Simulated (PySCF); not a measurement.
B(Me)2(NH2) (C2H8BN), SMILES CB(C)N. Atoms are numbered in the order given.

```xyz
12

B      0.0000     0.0000     0.0551
C      1.3807     0.0000    -0.7318
H      1.4486     0.8807    -1.3957
H      1.4486    -0.8807    -1.3957
H      2.2729     0.0000    -0.0832
C     -1.3807     0.0000    -0.7318
H     -1.4486     0.8807    -1.3957
H     -2.2729     0.0000    -0.0832
H     -1.4486    -0.8807    -1.3957
N      0.0000     0.0000     1.4599
H     -0.8478     0.0000     2.0179
H      0.8478     0.0000     2.0179
```
Charge 0, spin multiplicity 1.

The structure is a stationary point at TPSSh-D3(BJ)/def2-SVP. One conformer was computed; it need not be the lowest.

Level of theory: M06-2X/def2-TZVP run with PySCF.

The molecule is in vacuum.

total energy: -160.67600 hartree
point group: C2v
highest occupied level: -9.49 eV
lowest empty level: 1.32 eV
orbital gap: 10.80 eV
dipole moment: 1.25 D
quadrupole, principal values (traceless, Buckingham form, about the centre of nuclear charge): -2.61, -1.34, 3.95 D·Å
mean static polarisability: 47.5 bohr³ (7.03 Å³)
polarisability, principal values: 39.5, 49.9, 53.1 bohr³
